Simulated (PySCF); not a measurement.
**Multinuclear NMR of C₄H₉NO₃Si₂**

Mapped SMILES: `[OH:1][SiH:2]([OH:3])[O:4][SiH2:5][n:6]1[cH:7][cH:8][cH:9][cH:10]1`. Each H is labelled by its parent atom.

All values are calculated (PySCF 2.14.0 with density-fitted response routines): structure optimised with GFN2-xTB, shielding tensors at PBE0/pcSseg-1 (GIAO). Single conformer, equivalent nuclei averaged, no relativistic terms, no solvent.

(1) Predict the $^{29}$Si NMR data.

(2) Predict the $^{15}$N NMR data.

(3) What are the $^{17}$O shifts?

Answers

(1) 
```csv
atoms,environment,σ (ppm),δ (ppm)
Si5,"silicon bonded to N, O, 2 H",389.2,-40.0
Si2,"silicon bonded to 3 O, H",412.1,-58.7
```

Shieldings were converted by a linear fit to measured shifts: $^{29}$Si: δ = 279.94 − 0.822σ (rms 8.9 ppm, 72 shifts, 25.8 ppm with the 6 outliers that the fit left out vs TMS, solution or neat liquid). Occasional misses reach two or three times the rms, and more in compound classes unlike the fitted ones.

On a 500 MHz spectrometer $^{29}$Si resonates near 99.3 MHz, so 1 ppm is 99.3 Hz.

(2) 
| atoms | environment | σ (ppm) | δ (ppm) |
| --- | --- | --- | --- |
| N6 | pyrrole-type ring nitrogen | 91.4 | -232.3 |

Shieldings were converted by a linear fit to measured shifts: $^{15}$N: δ = -148.07 − 0.921σ (rms 6.3 ppm, 71 shifts vs CH3NO2, solution or neat liquid). A few per cent of atoms miss by over 2 rms, more outside the fitted compound classes.

On a 400 MHz spectrometer $^{15}$N resonates near 40.5 MHz, so 1 ppm is 40.5 Hz.

(3) 
| atoms | environment | σ (ppm) | δ (ppm) |
| --- | --- | --- | --- |
| O4 | oxygen bonded to 2 Si | 261.5 | 28.5 |
| O1/O3 | oxygen bonded to Si, H | 281.6 | 10.2 |

Shieldings were converted by a linear fit to measured shifts: $^{17}$O (scatter 10.7 ppm rms, 12.2 ppm with the 3 outliers that the fit left out vs liquid water, solution or neat liquid). Occasional misses reach two or three times the rms, and more in compound classes unlike the fitted ones.

On a 400 MHz spectrometer $^{17}$O resonates near 54.2 MHz, so 1 ppm is 54.2 Hz.
